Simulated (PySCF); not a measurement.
C₃H₃N.

```xyz
7

C     -0.3584    -1.6119     0.0000
C      0.5044    -0.5856     0.0000
C      0.0919     0.7861     0.0000
N     -0.2255     1.9030     0.0000
H     -1.4394    -1.4519     0.0000
H      0.0045    -2.6422     0.0000
H      1.5857    -0.7581     0.0000
```

The structure is a stationary point at B3LYP-D3(BJ)/def2-SVP.

The numbers are results of PBE0/pcSseg-2 run with PySCF, not measurements. Non-relativistic, no solvent.

### Question
Give the absolute GIAO shielding of each atom: isotropic value and principal components (ppm). (Estimate from the structure and the level; the computed values follow.)

### Answer

```json
[
 {"atom": "C1", "σ(iso)": "34.1", "σ11": "-101.9", "σ22": "37.7", "σ33": "166.7", "span": "268.6"},
 {"atom": "C2", "σ(iso)": "63.9", "σ11": "-55.0", "σ22": "86.1", "σ33": "160.4", "span": "215.4"},
 {"atom": "C3", "σ(iso)": "59.3", "σ11": "-59.9", "σ22": "-55.8", "σ33": "293.5", "span": "353.4"},
 {"atom": "N4", "σ(iso)": "-60.4", "σ11": "-211.0", "σ22": "-200.0", "σ33": "229.8", "span": "440.9"},
 {"atom": "H5", "σ(iso)": "24.8", "σ11": "20.7", "σ22": "24.9", "σ33": "28.8", "span": "8.1"},
 {"atom": "H6", "σ(iso)": "25.0", "σ11": "21.7", "σ22": "25.1", "σ33": "28.2", "span": "6.5"},
 {"atom": "H7", "σ(iso)": "25.4", "σ11": "23.1", "σ22": "25.2", "σ33": "28.0", "span": "4.9"}
]
```
